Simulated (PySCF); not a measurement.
CH4N2OSi, SMILES N[SiH2]N=C=O.

Coordinates come from a PBE0-D3(BJ)/def2-SVP optimisation. Other conformers were not sampled.

Calculation: PBE/def2-TZVP run with PySCF.

The molecule is in vacuum.

Computed frontier levels, gap, dipole moment and polarisability:
```
Quantity                                                                                                        Value
---------------------------------------------------------------------------------------------  ----------------------
highest occupied level                                                                                       -6.58 eV
lowest empty level                                                                                           -0.75 eV
orbital gap                                                                                                   5.83 eV
dipole moment                                                                                                  2.55 D
quadrupole, principal values (traceless, Buckingham form, about the centre of nuclear charge)  -11.95, 4.29, 7.66 D·Å
mean static polarisability                                                                       54.9 bohr³ (8.14 Å³)
polarisability, principal values                                                               41.7, 44.8, 78.3 bohr³
```
